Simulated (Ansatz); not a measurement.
`O[SiH2]C[Si](O)(F)F`, charge 0, multiplicity 1.

Question: Give a relaxed structure at PBE0-D4/def2-TZVP (the Gaussian-basis code of Ansatz). (An estimate is asked.)

Answer: The calculation gave: 
```xyz
13

O    -1.0755   -0.1399    2.2014
Si   -1.6578   -0.2074    0.6658
C    -0.3061   -0.6921   -0.5451
Si    1.1117    0.4579   -0.6110
O     2.4315   -0.2599   -1.2128
F     1.4271    1.0139    0.8558
F     0.7649    1.7601   -1.4510
H    -0.3065    0.4163    2.3462
H    -2.7230   -1.2367    0.6815
H    -2.2269    1.0969    0.2284
H    -0.7368   -0.7721   -1.5495
H     0.0633   -1.6854   -0.2686
H     3.2341    0.2482   -1.3409
```
This is one stationary point; other conformers may exist.
